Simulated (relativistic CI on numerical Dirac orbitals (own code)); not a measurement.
# Exchange splitting of the 4s photoelectron line of Ho2+

Problem. Ho2+ ([Xe] 4f11) has the spin S = 3/2. The exchange integral with a hole in 4s, calculated from Dirac-KLI orbitals and scaled by 0.8, is G^3(4s,4f) = 10.235 eV, with l = 3 the orbital momentum of the open shell. Find the splitting and the intensity ratio of the 4s line.

Working.
1. The electron left in 4s couples its spin to S, giving S + ½ = 2 and S − ½ = 1.
2. Van Vleck's theorem gives ΔE = (2S + 1) G^l/(2l + 1) = 4 × 10.235/7 = 5.85 eV, with the high-spin state at lower binding energy.
3. The intensities follow the multiplicities, (2S + 2) : 2S = (S + 1) : S = 1.67.

Check. The full multiplet calculation with spin-orbit coupling puts the centres of the two groups of its strongest lines 5.82 eV apart. Measured splittings are much smaller, often about half, when hole and open shell share n, because correlation inside the n = 4 shell lowers the low-spin state; the low-spin line also loses weight to satellites, so measured ratios exceed (S + 1)/S. The splitting still grows with S and serves to read the spin state.
